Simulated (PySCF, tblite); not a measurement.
Isomers of C4H6F2O2Si, one GFN2-xTB conformer each. Single-point energies are computed at PBE0/pcSseg-1 (PySCF, gas phase, no added dispersion term), electronic only.

| SMILES | GFN2-xTB relative energy (kJ/mol) |
| --- | --- |
| O=C1CO[C@@H]([SiH2]F)[C@H]1F | 41.4 |
| O=C(O)/C=C(\F)C[SiH2]F | 18.0 |
| O=C1CO[C@@H]([SiH2]F)[C@@H]1F | 43.9 |
| O=C(O)/C=C(/F)C[SiH2]F | 0.0 |

Conformers: `[O:1]=[C:2]1[CH2:3][O:4][C@@H:5]([SiH2:6][F:7])[C@H:8]1[F:9]` with O4–C5–Si6–F7 -173°, O1–C2–C3–O4 177°, C2–C3–O4–C5 23°, C3–O4–C5–Si6 -156°, O4–C5–C8–F9 -88°; `[O:1]=[C:2]([OH:3])/[CH:4]=[C:5](\[F:6])[CH2:7][SiH2:8][F:9]` with O1–C2–O3–H 0°, O1–C2–C4–C5 -1°, C4–C5–C7–Si8 -104°, C5–C7–Si8–F9 179°; `[O:1]=[C:2]1[CH2:3][O:4][C@@H:5]([SiH2:6][F:7])[C@@H:8]1[F:9]` with O4–C5–Si6–F7 67°, O1–C2–C3–O4 -177°, C2–C3–O4–C5 -18°, C3–O4–C5–Si6 -97°, O4–C5–C8–F9 95°; `[O:1]=[C:2]([OH:3])/[CH:4]=[C:5](/[F:6])[CH2:7][SiH2:8][F:9]` with O1–C2–O3–H 0°, O1–C2–C4–C5 6°, C4–C5–C7–Si8 -87°, C5–C7–Si8–F9 -171°.

What does PBE0/pcSseg-1 give for the same structures?

```tsv
SMILES	PBE0/pcSseg-1 E (Eh)	PBE0/pcSseg-1 (kJ/mol)	GFN2-xTB (kJ/mol)	point group
O=C(O)/C=C(/F)C[SiH2]F	-795.01734	0.0	0.0	C1
O=C(O)/C=C(\F)C[SiH2]F	-795.01159	15.1	18.0	C1
O=C1CO[C@@H]([SiH2]F)[C@H]1F	-794.97272	117.2	41.4	C1
O=C1CO[C@@H]([SiH2]F)[C@@H]1F	-794.96816	129.1	43.9	C1
```

Both levels put the same isomer lowest; measured from each level's own lowest isomer, the values differ by up to 85.2 kJ/mol (O=C1CO[C@@H]([SiH2]F)[C@@H]1F: 43.9 against 129.1). As drawn, the lowest has an O–H bond, a C(=O)–O unit and a C=C bond outside aromatic rings, which the highest lacks. O=C(O)/C=C(/F)C[SiH2]F and O=C(O)/C=C(\F)C[SiH2]F are stereoisomers, 15.1 kJ/mol apart in the conformers taken. O=C1CO[C@@H]([SiH2]F)[C@H]1F and O=C1CO[C@@H]([SiH2]F)[C@@H]1F are stereoisomers, 11.9 kJ/mol apart in the conformers taken.

Which frontier levels, dipoles and rotational constants go with these structures?

```csv
SMILES,"HOMO (eV, PBE0/pcSseg-1)",LUMO (eV),dipole (D),"A, B, C (MHz)"
O=C(O)/C=C(/F)C[SiH2]F,-7.84,-1.46,1.63,"1967, 810.9, 615.7"
O=C(O)/C=C(\F)C[SiH2]F,-7.85,-1.38,2.03,"3576, 539.4, 503.9"
O=C1CO[C@@H]([SiH2]F)[C@H]1F,-7.72,-1.71,2.31,"2825, 889.6, 751.8"
O=C1CO[C@@H]([SiH2]F)[C@@H]1F,-7.49,-1.62,3.02,"2016, 1074, 964.2"
```

What happens when harmonic zero-point energies from GFN2-xTB frequencies are added?

```csv
SMILES,ZPE (kJ/mol),electronic (kJ/mol),with ZPE (kJ/mol)
O=C(O)/C=C(/F)C[SiH2]F,247.3,0.0,0.0
O=C(O)/C=C(\F)C[SiH2]F,246.8,15.1,14.6
O=C1CO[C@@H]([SiH2]F)[C@H]1F,249.3,117.2,119.1
O=C1CO[C@@H]([SiH2]F)[C@@H]1F,249.7,129.1,131.5
```

The zero-point energies span 2.9 kJ/mol. The order is unchanged.
